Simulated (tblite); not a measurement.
Compound: C₂H₈F₂Si₃.
Cartesian coordinates in Å at the GFN2-xTB level; atoms count from 1:
```xyz
15
C2H8F2Si3 angstrom
F     -1.461   -1.345   -1.131
C     -2.075   -0.454   -0.292
F     -2.974    0.221   -1.068
Si    -0.751    0.765    0.442
C      0.528   -0.367    1.339
Si     1.938   -0.532    0.019
Si     0.850    1.146   -1.229
H     -2.659   -1.047    0.423
H     -1.574    1.602    1.330
H      0.125   -1.327    1.659
H      0.900    0.111    2.244
H      3.257   -0.281    0.617
H      1.994   -1.890   -0.528
H      1.441    2.494   -1.224
H      0.458    0.914   -2.623
```

Level: GFN2-xTB in tblite, geometry and Hessian alike; calculated harmonic values, unscaled, isolated species. The method is semi-empirical: single wavenumbers can be off by several per cent or more. Modes of hydrogen on silicon can be 10 to 20 % off. One conformer, not necessarily the lowest.

Harmonic wavenumbers (cm⁻¹): 33.6, 48.2, 87.0, 129.4, 224.5, 300.2, 308.4, 331.0, 370.1, 393.6, 420.6, 433.3, 462.3, 487.5, 496.0, 560.6, 615.0, 616.0, 631.0, 687.8, 698.3, 730.5, 794.1, 815.1, 960.8, 984.7, 1068.3, 1104.6, 1227.5, 1276.2, 1470.8, 2162.3, 2167.7, 2184.0, 2214.3, 2230.0, 2892.6, 2987.5, 3001.2.

A = 2237, B = 956.9, C = 903.5 MHz; mass 153.990 u (most abundant isotopes); point group C1, symmetry number 1.

Question: Zero-point energy?

Answer: Half the sum of the wavenumbers: 19303 cm⁻¹ = 230.92 kJ/mol.

Question: What is S at 298.15 K and 1 bar for an ideal gas of classical rigid rotors and harmonic oscillators?

Answer: Translation 171.67, rotation 123.42, vibration 136.25: S = 431.3 J/(mol K).

Question: And Cp and H(298.15 K) − H(0)?

Answer: Cp = 175.47 J/(mol K), of which vibrations give 142.21 (their classical limit is 39 R = 324.3); H(298.15 K) − H(0) = 31.20 kJ/mol without the zero-point energy, 21.28 from vibrations.

Question: What must be added to the electronic energy to get the Gibbs energy at 298.15 K and 1 bar?

Answer: ZPE + [H(298.15 K) − H(0)] − T·S = 230.92 + 31.20 − 128.60 = 133.52 kJ/mol.

Question: Blend soft modes into free rotors: weight 1/[1 + (100 cm⁻¹/ν̃)⁴] for the oscillator and the rest for a rotor with moment μB/(μ + B), μ = h/(8π²ν), B = 10⁻⁴⁴ kg m². What vibrational entropy results?

Answer: 121.95 J/(mol K) in place of 136.25, which changes −T·S at 298.15 K by +4.26 kJ/mol.

Question: Which modes carry the vibrational entropy at 298.15 K?

Answer: 33.6 cm⁻¹: 23.45; 48.2 cm⁻¹: 20.46; 87.0 cm⁻¹: 15.59; 129.4 cm⁻¹: 12.36; 224.5 cm⁻¹: 8.04; 300.2 cm⁻¹: 5.92 J/(mol K); the other 33 give 50.42 together.

Question: How do the functions run with temperature in this model?

Answer: 
```csv
T (K),S (J/(mol K)),Cp (J/(mol K)),H − H(0) (kJ/mol),G − H(0) (kJ/mol),ln q(vib)
150,336.4,104.5,10.11,-40.34,3.60
250,402.2,155.6,23.22,-77.33,6.42
400,487.8,208.3,50.84,-144.27,10.71
600,580.9,250.5,97.08,-251.48,16.12
900,690.3,288.1,178.39,-442.90,23.28
```

q(vib) and H(0) count from the zero-point level.

Hindered rotation and anharmonicity are outside this model. Other conformers, if any are populated, would add a mixing term that is left out. The structure is chiral; the term R ln 2 for an equal mix with its mirror image is left out.
